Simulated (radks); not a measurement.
Results of a calculation; reference values are marked as such.
Question: Ionisation of the antimony ion Sb+, [Kr] 4d10 5s2 5p2, to [Kr] 4d10 5s2 5p1 as the strength of local exchange is varied. Level of theory: Dirac Kohn-Sham, Slater X-alpha exchange (alpha = 2/3 is LDA exchange), no correlation, spin-unpolarised, spherical densities, finite nucleus; open shells fill j = l - 1/2 first; Fermi nuclear charge, rms radius 4.6802 fm (a radial shooting solver on a logarithmic mesh with Libxc functionals).

alpha  E(Sb+) (hartree)  exchange (hartree)  IE (eV)  -e of the level emptied (eV)  <r> of it (bohr)
0.573       -6450.28575          -136.98989   14.571                10.561 (5p1/2)             2.699
0.576       -6451.00301          -137.72187   14.600                10.588 (5p1/2)             2.697
0.591       -6454.59048          -141.38406   14.744                10.722 (5p1/2)             2.686
0.657       -6470.39815          -157.54322   15.389                11.319 (5p1/2)             2.641
0.667       -6472.79650          -159.99805   15.488                11.410 (5p1/2)             2.635
x           -6504.29358          -192.31328   16.811                12.645 (5p1/2)             2.552

Which alpha was used in the last row?

Answer: alpha = 0.798. NIST Atomic Spectra Database: 16.63 eV (measured). The Delta-SCF value meets it near alpha = 0.78. Spin polarisation and multiplet splitting are left out, so open shells lie too high by an amount that depends on their filling.

Beside tabulated values, note that spin-unpolarised runs miss the spin-polarisation part of the exchange energy of open shells.
